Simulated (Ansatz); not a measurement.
Molecule: sum formula H$_{3}$SiO$_{3}$ (charge 0, doublet). It need not be the lowest isomer of its formula. 
Coordinates optimised at B3LYP-D3(BJ)/def2-TZVP (Ansatz, a quantum-chemistry and plane-wave program):
```xyz
7

Si     0.2956     0.1430    -0.1661
O     -0.1234    -1.2927    -0.8566
O     -0.9908     1.1652    -0.2838
O      0.5966    -0.1230     1.4314
H     -0.3795    -1.2841    -1.7836
H     -0.9111     2.0318     0.1254
H      1.2937    -0.7462     1.6564
```
Charge 0, spin multiplicity 2.

Property: vertical electron affinity (to the singlet state of charge -1; a negative value means that the extra electron is unbound and the number depends on the basis; each state is the SCF solution reached for its spin; the molecule has degenerate orbitals, so one determinant may break the symmetry; for the singlet the Hartree-Fock reference is unstable and T1 is 0.020), in eV. Valence correlation only, unless marked. Open shells are spin-unrestricted. No spin-orbit coupling. Non-relativistic. Anions need diffuse functions: aug- sets have them; def2-D sets add few. Basis-set limits of correlation are two-point, X^-3; Hartree-Fock from the larger set. [CCSD(T)-MP2]/basis is that difference in the basis named.

```tsv
level	program	vertical electron affinity (eV)
HF/aug-cc-pV(Q+d)Z	Ansatz	-0.60
B3LYP/def2-TZVPD	Ansatz	0.71
MP2/aug-cc-pV(T+d)Z	Ansatz	0.57
RI-MP2/aug-cc-pV(Q+d)Z	Ansatz	0.61
SCS-MP2/aug-cc-pV(T+d)Z	Ansatz	0.57
CCSD/aug-cc-pV(D+d)Z	Ansatz	0.47
CCSD/aug-cc-pV(T+d)Z	Ansatz	0.54
CCSD(T)/aug-cc-pV(D+d)Z	Ansatz	0.57
RI-MP2/CBS(aug-cc-pV(T+d)Z,aug-cc-pV(Q+d)Z)+[CCSD(T)-MP2]/aug-cc-pV(D+d)Z	Ansatz	0.76
RI-MP2/CBS(aug-cc-pV(T+d)Z,aug-cc-pV(Q+d)Z)+[CCSD(T)-MP2]/aug-cc-pV(T+d)Z	Ansatz	0.73
```
